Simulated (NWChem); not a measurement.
Species: HSF2 cation; SMILES F[SH+]F

```xyz
4

F     -0.4891    -0.0220    -1.2029
S      0.4827    -0.0317     0.0000
F     -0.4891    -0.0220     1.2029
H      0.7424     1.3230     0.0000
```
Atoms are numbered in this order, from 1.

Structure relaxed at the PBE0/def2-SVP level.

 Unshifted, non-relativistic core excitations; the lowest 4 roots alone, so stronger bands may lie above.

Task: List the first S K-edge excitations from PBE0/def2-TZVP, restricted-window TDA (NWChem).

Result: 
| state | energy (eV) | dipole oscillator strength | leading excitation (squared amplitude) |
|---|---|---|---|
| S1 | 2423.2 | 0.0081 | 1s of atom 2 or its equivalents → LUMO (0.99) |
| S2 | 2423.6 | 0.0073 | 1s of atom 2 or its equivalents → LUMO+1 (0.99) |
| S3 | 2427.2 | 0.0043 | 1s of atom 2 or its equivalents → LUMO+2 (0.98) |
| S4 | 2432.7 | 0.0010 | 1s of atom 2 or its equivalents → LUMO+4 (0.88) |
